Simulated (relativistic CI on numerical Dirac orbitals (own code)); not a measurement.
Method of calculation: Dirac-Coulomb-Breit CI, separate exchange-only KLI orbitals for each configuration, a model potential for QED, unscaled Slater integrals (own radial code, finite nucleus).

Configurations in the expansion (outside the closed core [Ne]): 3s², 3s3p, 3p², 3s3d, 3d², 3p3d, 3p4s, 3d4s, 3s4s, 3s4p, 3s4d, 3s4f, 3s5s, 3s5p, 3s5d, 3s5f, 4s², 3s5g, 3s6s, 3s6p, 3s6d. Levels of other configurations are missing.

At this charge energies of transitions that change n are usually good to better than 1 %, and those within a shell (Δn = 0) to a few per cent.

Outline of the computed level scheme of Pd XXXV. Lowest level of each configuration: 3s² ¹S0 at 0.00 eV; 3s3p ³P°0 at 68.68 eV; 3p² ³P0 at 165.69 eV; 3s3d ³D1 at 227.16 eV; 3p3d ³F°2 at 301.30 eV; 3d² ³F2 at 459.94 eV; 3s4s ³S1 at 1002.94 eV; 3s4p ³P°0 at 1038.88 eV; 3p4s ³P°0 at 1086.05 eV.

Some strong electric-dipole decays among the lowest 43 levels: 3s4p ¹P°1 → 3s² ¹S0 (5.8e+12 s⁻¹); 3s4s ¹S0 → 3s3p ¹P°1 (5.0e+12 s⁻¹); 3s4s ³S1 → 3s3p ³P°2 (3.5e+12 s⁻¹); 3s4p ³P°1 → 3s² ¹S0 (3.2e+12 s⁻¹); 3p4s ³P°1 → 3p² ¹D2 (2.2e+12 s⁻¹); 3s4s ³S1 → 3s3p ³P°1 (1.7e+12 s⁻¹); 3p4s ³P°1 → 3p² ³P0 (1.2e+12 s⁻¹); 3s4p ³P°2 → 3s3d ³D3 (9.8e+11 s⁻¹).

LS names give the leading component of a level, which can be under half, so a name can repeat, a term be missing and a line seem to break the LS rules.
